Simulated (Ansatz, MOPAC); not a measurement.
Spectroscopic constants of AlH-, multiplicity 2 (lowest of 2S+1 = 2, 4 at CCSD(T)/def2-TZVPP on PBE0 minima; our sources give no spin for the ground state, which may be another).

Seven points along R, fitted to fifth degree in 1/R; most abundant isotopes. In def2 and cc sets the state is the lowest found near the PBE0 minimum, followed along R.

Codes used: Ansatz (Gaussian basis) for Hartree–Fock, density functionals and correlated methods; MOPAC for PM7 (differences of heats of formation). 

```csv
level,r_e (Å),ω_e (cm⁻¹),B_e (cm⁻¹),ω_e x_e (cm⁻¹)
PM7,1.756,2077,5.63,17
SVWN5/def2-TZVPP,1.720,1397,5.86,32
PBE/def2-TZVPP,1.727,1381,5.82,33
r2SCAN/def2-TZVPP,1.708,1440,5.95,33
B97M-V/def2-TZVPP,1.717,1403,5.89,32
B3LYP/def2-TZVPP,1.709,1418,5.94,35
PBE0/def2-TZVPP,1.711,1436,5.93,32
BHLYP/def2-TZVPP,1.694,1474,6.04,34
CAM-B3LYP/def2-TZVPP,1.701,1451,6.00,34
wB97X-V/def2-TZVPP,1.706,1458,5.96,32
wB97M-V/def2-TZVPP,1.709,1421,5.94,34
B2PLYP/def2-TZVPP,1.701,1456,6.00,34
CCSD/aug-cc-pV(T+d)Z,1.688,1497,6.09,34
CCSD/def2-TZVPP,1.700,1471,6.00,32
CCSD/aug-cc-pV(Q+d)Z,1.683,1522,6.12,37
CCSD/def2-QZVPP,1.690,1503,6.08,35
CCSD(T)/aug-cc-pV(T+d)Z,1.690,1489,6.07,34
CCSD(T)/def2-TZVPP,1.702,1466,5.99,32
CCSD(T)/aug-cc-pV(Q+d)Z,1.685,1513,6.11,37
CCSD(T)/def2-QZVPP,1.692,1496,6.06,35
"CCSD(T)/CBS(aug-cc-pV(T+d)Z, aug-cc-pV(Q+d)Z)",1.685,1518,6.11,37
"CCSD(T)/CBS(def2-TZVPP, def2-QZVPP)",1.695,1488,6.04,36
```

Correlated levels freeze the cores. CBS: X⁻³ extrapolation of the correlation energy, Hartree–Fock from the larger set. The state that PM7 reach isn't checked; PM7 holds dispersion and hydrogen-bond terms.

Ansatz is an electronic-structure program.
